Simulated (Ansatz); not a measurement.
Geometry optimisation, RKS PBE0-D4/def2-SVP (Ansatz).

The input (input.yaml):

```yaml
crystal:
  periodic: [false, false, false]
  atoms:
    - { symbol: Al, position_ang: [-0.089423, -0.059989, 0.488493] }
    - { symbol: Br, position_ang: [2.370835, -0.884907, -2.163012] }
    - { symbol: "N", position_ang: [-0.020765, 1.705655, 0.610259] }
    - { symbol: "N", position_ang: [-1.555856, -0.922279, -0.004115] }
    - { symbol: H, position_ang: [2.142513, -1.090752, -0.717591] }
    - { symbol: H, position_ang: [1.147958, -0.882525, 0.908381] }
    - { symbol: H, position_ang: [0.810787, 2.217336, 0.889695] }
    - { symbol: H, position_ang: [-0.761134, 2.357478, 0.366326] }
    - { symbol: H, position_ang: [-1.619939, -1.933337, -0.056726] }
    - { symbol: H, position_ang: [-2.424875, -0.506679, -0.32171] }
basis:
  gaussian: { orbitals: def2-SVP }
hamiltonian:
  xc: pbe0
  dispersion: d4
relax:
  f_tol: 0.03
  max_steps: 50
```

Launched with:

```bash
$ ansatz run input.yaml --threads 2 --pin off --max-ram 3072MiB --backend cpu --events-out ev --progress --plain --runs-dir out
```

Problem. Where does it end, and by what steps?

Solution. The forces met the threshold. The force dipped under the threshold on the way, but the program's further checks kept it going. After 11 steps the energy has fallen by 0.044 eV; Br2 moved furthest, 0.29 Å.

```json
{"step": "0", "energy less start (eV)": "0.0000", "largest force component (eV/Å)": "0.930", "accepted": "yes"}
{"step": "1", "energy less start (eV)": "-0.0201", "largest force component (eV/Å)": "0.289", "accepted": "yes"}
{"step": "2", "energy less start (eV)": "-0.0388", "largest force component (eV/Å)": "0.156", "accepted": "yes"}
{"step": "3", "energy less start (eV)": "-0.0385", "largest force component (eV/Å)": "0.246", "accepted": "no"}
{"step": "4", "energy less start (eV)": "-0.0402", "largest force component (eV/Å)": "0.058", "accepted": "yes"}
{"step": "5", "energy less start (eV)": "-0.0413", "largest force component (eV/Å)": "0.032", "accepted": "yes"}
{"step": "6", "energy less start (eV)": "-0.0419", "largest force component (eV/Å)": "0.012", "accepted": "yes"}
{"step": "7", "energy less start (eV)": "-0.0430", "largest force component (eV/Å)": "0.136", "accepted": "yes"}
{"step": "8", "energy less start (eV)": "-0.0424", "largest force component (eV/Å)": "0.045", "accepted": "no"}
{"step": "9", "energy less start (eV)": "-0.0437", "largest force component (eV/Å)": "0.021", "accepted": "yes"}
{"step": "10", "energy less start (eV)": "-0.0439", "largest force component (eV/Å)": "0.023", "accepted": "yes"}
{"step": "11", "energy less start (eV)": "-0.0440", "largest force component (eV/Å)": "0.020", "accepted": "yes"}
```

```xyz
10
Properties=species:S:1:pos:R:3
Al -0.120 -0.036 0.457
Br 2.609 -1.035 -2.114
N -0.053 1.724 0.628
N -1.593 -0.912 0.018
H 2.107 -1.054 -0.763
H 1.206 -0.877 0.744
H 0.786 2.233 0.880
H -0.809 2.375 0.450
H -1.641 -1.918 -0.089
H -2.491 -0.500 -0.210
```

The run took 22 s on 2 threads of Intel(R) Xeon(R) 6975P-C (Granite Rapids), with other jobs on the host, peak memory 0.26 GiB.
